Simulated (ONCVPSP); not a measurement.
What the settings do to the ONCV potential of La

Base potential:

ONCVPSP 4.0.1 input, shortened (lines: element, Z, core and valence counts, functional; n l f; lmax; l rc ep ncon nbas qcut; lloc lpopt rc5 dvloc0; l nproj debl; icmod fcfact rcfact), PBEsol, scalar-relativistic:

```
  La 57.00    9    4  -116133      upf
    1    0    2.00
    2    0    2.00
    2    1    6.00
    3    0    2.00
    3    1    6.00
    3    2   10.00
    4    0    2.00
    4    1    6.00
    4    2   10.00
    5    0    2.00
    5    1    6.00
    5    2    1.00
    6    0    2.00
    3
    0    2.65    0.00    4    9    5.10
    1    2.80    0.00    4    7    5.80
    2    3.30    0.00    3    7    4.90
    3    2.85    0.15    4    7    3.70
    4    5    2.40    4.00
    0    2    1.90
    1    2    2.20
    2    2    2.30
    3    2    3.00
    3    2.75    1.70
```

In the f channel the program set the typed energies aside and used -0.161, 2.839 Ha.

All-electron outer shells of the reference configuration (PBEsol, scalar-relativistic, ld1.x):

```
shell  level (eV)  outermost node (bohr)  outermost maximum (bohr)
   5s      -38.95                   0.77                      1.41
   5p      -22.40                   0.83                      1.58
   6s       -3.70                   1.86                      3.79
   5d       -3.10                   0.95                      2.21
```

Cutoffs, loose and tight: the cutoffs (Ha) at which the residual kinetic energy of the hardest occupied pseudo-wave falls to 1 and 0.1 mHa per electron. They do not see the model core or the augmentation charge, which bear on the density cutoff. Test errors are all-electron minus pseudo excitation energies from the reference, over the configurations 5s2 5p6 5d1 6s1; 5s2 5p6 5d1 6s0; 5s2 5p6 5d0 6s0; 5s2 5p5 5d1 6s2. A dash means not determined; rows that change the core or the reference have their own tests.

For the base: The cutoffs count occupied waves only; projector 2 of the f channel, the hardest unoccupied one, needs 41 Ha at the loose tolerance.

A true bound ghost makes a file unfit for plane-wave use even where its test errors are small: the radial tests pick states by their node count and pass the ghost by.

```csv
change,outcome,"cutoff, loose","cutoff, tight",bound ghosts,GHOST(+) flags above zero,largest test error (meV)
base,"generated, projector energies reset by the program",8.0 Ha,9.7 Ha,f,f,-62
"d: rc 2.65, qcut 6.1","generated, projector energies reset by the program",8.0 Ha,9.7 Ha,f,f,-62
"local potential polynomial inside 2.40 bohr (lpopt 5, dvloc0 2.5 Ha)","generated, projector energies reset by the program",8.0 Ha,9.7 Ha,f,"s, p",-62
```

Question: What comes out with this change to the base: p: rc 2.46?

Answer: outcome: generated, projector energies reset by the program; cutoff, loose: 9.8 Ha; cutoff, tight: 12 Ha; bound ghosts: f; GHOST(+) flags above zero: f; largest test error (meV): -44.
